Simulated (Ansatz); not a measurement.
Reaction R1 → P1 + P2, each structure at its B3LYP-D3(BJ)/def2-TZVP stationary point, reached from a drawn start (curvature not checked).
R1, C2H6 (SMILES CC) (charge 0, multiplicity 1):
```xyz
8

C     -0.75572     0.10520    -0.01345
C      0.75572    -0.10520     0.01345
H     -1.23584    -0.55632    -0.73737
H     -1.00890     1.13158    -0.28665
H     -1.20195    -0.09545     0.96266
H      1.00890    -1.13158     0.28665
H      1.23584     0.55632     0.73737
H      1.20195     0.09545    -0.96266
```
P1: C2H5 (SMILES [CH2]C), charge 0, multiplicity 2.
P2: H atom, charge 0, multiplicity 2.

P less R. No zero-point or thermal terms; singlets are restricted closed shells; open shells are unrestricted.

Frozen-core correlation throughout. CBS: X⁻³ extrapolation of the correlation energy, Hartree–Fock from the larger set.

Run with Ansatz (an electronic-structure program). All values are computed, each at the level named.

PBE/def2-TZVPP gives 439.1 kJ/mol for the reaction energy.

Q: Predict the shift from PBE, with its sign, for: r2SCAN/def2-TZVPP, B3LYP/def2-TZVPP, wB97M-V/def2-TZVPP, B2PLYP/def2-TZVPP, MP2/CBS(cc-pVTZ, cc-pVQZ), CCSD(T)/CBS(cc-pVTZ, cc-pVQZ).

A: r2SCAN/def2-TZVPP -7.2; B3LYP/def2-TZVPP 6.2; wB97M-V/def2-TZVPP 15.4; B2PLYP/def2-TZVPP 8.3; MP2/CBS(cc-pVTZ, cc-pVQZ) 17.3; CCSD(T)/CBS(cc-pVTZ, cc-pVQZ) 17.2 kJ/mol. 5 of 6 lie above PBE; the widest gap is to MP2/CBS(cc-pVTZ, cc-pVQZ).
